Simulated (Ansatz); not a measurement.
## How basis sets differ on CH3Cl3Si (methyltrichlorosilane)

CH3Cl3Si: 8 atoms, total charge 0, spin state singlet. As SMILES, `C[Si](Cl)(Cl)Cl`. Geometry: relaxed at PBE0-D4/def2-TZVP.

| atom | x (Å) | y (Å) | z (Å) |
| --- | --- | --- | --- |
| C | -0.7289 | -0.2796 | 0.6861 |
| Si | 0.5689 | 0.1979 | -0.5287 |
| Cl | 2.3604 | -0.6400 | -0.0336 |
| Cl | 0.0659 | -0.4295 | -2.4022 |
| Cl | 0.8012 | 2.2230 | -0.5738 |
| H | -0.8445 | -1.3652 | 0.7008 |
| H | -0.4483 | 0.0611 | 1.6848 |
| H | -1.6826 | 0.1752 | 0.4108 |

Each level gives the atomisation enthalpy at 298 K (kJ/mol). The values are calculated. The thermal term (zero-point and 298 K enthalpy, harmonic and unscaled) is that of PBE0-D4/def2-TZVP; the spin-orbit lowering of the free atoms at 298 K, 10.8 kJ/mol by their spectra, is taken off.

**What was measured.** NIST-JANAF tables; in doubt: it may be an older value or an estimate gives the atomisation enthalpy at 298 K of the gas as 2714 kJ/mol.

```tsv
level	kind	program	value (kJ/mol)	computed − measured
SVWN5/cc-pVDZ	LDA	Ansatz	3033	+319
SVWN5/jorge-DZP	LDA	Ansatz	3023	+309
SVWN5/jorge-TZP	LDA	Ansatz	3098	+384
SVWN5/jorge-QZP	LDA	Ansatz	3109	+395
```

Nearest: SVWN5/jorge-DZP (+309 kJ/mol); farthest: SVWN5/jorge-QZP (+395 kJ/mol). The measured heats of formation of B, Si, Al and metal atoms are uncertain by some kJ/mol each.
